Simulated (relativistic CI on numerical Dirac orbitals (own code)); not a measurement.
**Hf³⁰⁺: computed level list**

Computed by Dirac-Coulomb-Breit CI, KLI orbitals optimised for each configuration, model QED (radiative potential, 1s self-energy scaled to tabulated hydrogen-like ionisation energies), unscaled Slater integrals (own radial code, finite nucleus).

Configuration list (outside the closed core [Ar] 3d10): 4s²4p⁶4d⁶, 4s²4p⁵4d⁷, 4s²4p⁶4d⁵4f, 4s²4p⁴4d⁸, 4s4p⁶4d⁷, 4p⁶4d⁸, 4s4p⁶4d⁶4f, 4s²4p⁶4d⁵5s, 4s4p⁵4d⁸, 4s²4p⁶4d⁵5d, 4s²4p⁶4d⁴5s², 4s²4p⁴4d⁷5s, 4s²4p⁶4d⁵6s, 4s4p⁶4d⁶5s, 4p⁶4d⁷5s, 4s4p⁶4d⁵5s². Levels of other configurations are missing.

The lowest level is 4s²4p⁶4d⁶ ⁵D4, with 42 % of that term; Hund's rules for 4s²4p⁶4d⁶ give ⁵D with J = 4, in agreement.

```tsv
No.	Configuration	Term	J	E (cm⁻¹)	%	Next component (%)	Lifetime (s)
1	4s²4p⁶4d⁶	⁵D	4	0	42	37 ³F	
2	4s²4p⁶4d⁶	³P	2	19741	43	19 ⁵D	3.68e+02
3	4s²4p⁶4d⁶	³P	0	61744	45	29 ¹S	2.65e+00
4	4s²4p⁶4d⁶	⁵D	3	95190	72	18 ³F	4.08e-05
5	4s²4p⁶4d⁶	⁵D	1	107427	56	30 ³P	4.02e-05
6	4s²4p⁶4d⁶	⁵D	4	107764	39	23 ³H	3.83e-05
7	4s²4p⁶4d⁶	³G	5	134114	59	41 ³H	1.67e-04
8	4s²4p⁶4d⁶	³H	6	137025	71	29 ¹I	1.20e+00
9	4s²4p⁶4d⁶	³F	2	147403	49	26 ¹D	5.09e-05
10	4s²4p⁶4d⁶	³G	3	152409	29	28 ³F	6.11e-05
11	4s²4p⁶4d⁶	³P	0	183092	80	13 ¹S	1.99e-04
12	4s²4p⁶4d⁶	³D	2	184787	36	23 ³F	8.20e-05
13	4s²4p⁶4d⁶	³P	1	188112	50	42 ³D	6.40e-05
14	4s²4p⁶4d⁶	³G	4	190768	37	36 ¹G	4.85e-04
15	4s²4p⁶4d⁶	³F	3	201095	52	38 ¹F	9.58e-05
16	4s²4p⁶4d⁶	⁵D	2	213592	47	37 ³P	1.71e-05
17	4s²4p⁶4d⁶	⁵D	0	222768	56	44 ¹S	1.40e-05
18	4s²4p⁶4d⁶	³H	4	236691	41	40 ³F	1.77e-05
19	4s²4p⁶4d⁶	³D	3	246718	31	22 ⁵D	1.98e-05
20	4s²4p⁶4d⁶	³H	5	251174	59	41 ³G	3.45e-05
21	4s²4p⁶4d⁶	³G	3	265769	47	39 ³F	2.96e-05
22	4s²4p⁶4d⁶	¹I	6	266437	71	29 ³H	5.00e-05
23	4s²4p⁶4d⁶	³P	1	276631	53	43 ³D	2.44e-05
24	4s²4p⁶4d⁶	³F	2	285211	33	33 ³P	2.79e-05
25	4s²4p⁶4d⁶	¹G	4	286969	54	23 ³F	3.40e-05
26	4s²4p⁶4d⁶	³F	2	316717	73	13 ³P	1.90e-05
27	4s²4p⁶4d⁶	³F	4	330130	62	28 ¹G	2.67e-05
28	4s²4p⁶4d⁶	³P	1	346817	66	34 ⁵D	7.77e-06
29	4s²4p⁶4d⁶	¹D	2	386703	85	7 ³P	2.63e-05
30	4s²4p⁶4d⁶	¹G	4	393913	48	19 ³F	1.13e-05
31	4s²4p⁶4d⁶	³P	2	406772	40	25 ¹D	1.20e-05
32	4s²4p⁶4d⁶	³F	3	413396	41	27 ¹F	1.32e-05
33	4s²4p⁶4d⁶	¹S	0	423949	69	26 ³P	1.61e-05
34	4s²4p⁶4d⁶	³P	0	511236	47	44 ¹S	5.79e-06
35	4p⁵4d⁷(4F)	⁵G°	6	1307796	74	22 ³H°	2.89e-10
36	4p⁵4d⁷(2G)	³G°	5	1330521	39	39 ⁵F°	4.74e-11
37	4p⁵4d⁷(2P)	³D°	3	1332255	54	13 ³F°	7.21e-11
38	4p⁵4d⁷(2D)	³P°	0	1336134	55	36 ¹S°	2.06e-10
39	4p⁵4d⁷(2P)	³P°	2	1363900	29	21 ³D°	2.17e-11
40	4p⁵4d⁷(2D)	³F°	4	1367823	32	28 ⁵D°	2.51e-11
41	4p⁵4d⁷(4P)	³P°	2	1390934	35	24 ¹D°	6.77e-11
42	4p⁵4d⁷(2D)	³F°	4	1390999	41	24 ⁵D°	4.11e-11
43	4p⁵4d⁷(4P)	⁵P°	3	1398340	21	20 ³D°	1.11e-11
44	4p⁵4d⁷(2D)	³P°	1	1404722	25	17 ⁵D°	1.42e-11
45	4p⁵4d⁷(4F)	⁵G°	5	1423434	64	14 ³G°	9.61e-11
```

Energies count from the lowest computed level; ° marks odd parity; lifetimes are radiative, by E1, M1, E2, M2 decay to levels of this space only. Percentages are summed over parent terms; the parents shown are those of the largest component, closed shells are left out there.

The mean weight of the leading LS term, summed over parents, in these 45 levels is 50 %, and that of the leading jj configuration (from the same eigenvectors) 87 %, so jj coupling describes them better and the LS labels are nominal.

At this charge energies of transitions that change n are usually good to better than 1 %, and those within a shell (Δn = 0) to a few per cent. Terms inside the open d or f shell come out 10 to 20 % too wide with unscaled integrals.

LS names give the leading component of a level, which can be under half, so a name can repeat, a term be missing and a line seem to break the LS rules.
